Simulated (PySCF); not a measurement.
C₄H₁₀BeS, SMILES C[C](C)(C)[Be][SH]. Atoms are numbered in the order given.

```xyz
16

Be    -0.1494     0.6652     0.2268
C      0.2302    -0.8733    -0.3669
C     -0.2182    -1.9347     0.6608
C     -0.5020    -1.1252    -1.7008
C      1.7509    -1.0007    -0.5900
H      0.0176    -2.9544     0.2967
H     -1.3058    -1.9038     0.8457
H      0.2906    -1.8160     1.6330
H     -1.5980    -1.0628    -1.5918
H     -0.2045    -0.4047    -2.4818
H     -0.2707    -2.1368    -2.0893
H      2.1250    -0.2754    -1.3325
H      2.3221    -0.8466     0.3412
H      2.0082    -2.0108    -0.9661
S     -0.5809     2.4034     0.8973
H     -1.0572     1.8991     2.0629
```

The structure is a stationary point at B3LYP-D3(BJ)/def2-SVP. The values are those of a single conformer.

Level of theory: B3LYP/pcSseg-1 in PySCF.

GIAO shieldings, no solvent; atoms alike by connectivity are averaged. δ = σ(ref) − σ: ¹³C against TMS (σ = 181.3 ppm); ¹H against TMS (σ = 31.68 ppm); ³³S against H2S (σ = 695.8 ppm), references at their B3LYP-D3(BJ)/def2-TZVP geometries, non-relativistic.

```csv
nucleus,atoms,count,δ (ppm)
¹³C,"C3, C4, C5",3,31.7
¹³C,C2,1,22.4
¹H,"H6, H7, H8, H9, H10, H11, H12, H13, H14",9,1.22
¹H,H16,1,0.54
³³S,S15,1,-24.1
```
